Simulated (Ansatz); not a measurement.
`C#C[SiH](O)F` and `O[SiH](F)I` differ in one atom or group.

Ansatz, PBE0-D4/def2-TZVP geometries, multiplicity 1. Each molecule was computed in one conformer, which needn't be the lowest.

Elements past krypton have def2 core potentials.  Spin–orbit coupling is left out; it splits and shifts lone-pair levels of the heavy atoms by tenths of an eV.

```
                             property  `C#C[SiH](O)F`
    LUMO energy (PBE/def2-TZVPP) / eV           -1.48
LUMO energy (ωB97M-V/def2-TZVPP) / eV            1.43
    HOMO energy (PBE/def2-TZVPP) / eV           -7.44
HOMO–LUMO gap (B3LYP/def2-TZVPP) / eV            7.69
   HOMO energy (PBE0/def2-TZVPP) / eV           -8.73
  HOMO energy (B3LYP/def2-TZVPP) / eV           -8.46
```

Task: What does the change do to each property? (An estimate is asked.)

Result: Ansatz gave: 
```
                             property  `O[SiH](F)I`  shift
    LUMO energy (PBE/def2-TZVPP) / eV         -1.09   0.39
LUMO energy (ωB97M-V/def2-TZVPP) / eV          1.66   0.23
    HOMO energy (PBE/def2-TZVPP) / eV         -6.85   0.59
HOMO–LUMO gap (B3LYP/def2-TZVPP) / eV          7.30  -0.39
   HOMO energy (PBE0/def2-TZVPP) / eV         -8.03   0.70
  HOMO energy (B3LYP/def2-TZVPP) / eV         -7.77   0.69
```

With PBE0 the HOMO rises by 0.70 eV and the LUMO rises by 0.33 eV, so the gap narrows by about 0.37 eV. PBE moves the HOMO by 0.59 eV and ωB97M-V by 0.84 eV. The zero-point energy changes by -48.5 kJ/mol with -6 modes.

B3LYP here is the variant with VWN-RPA as its local correlation; programs differ in this.
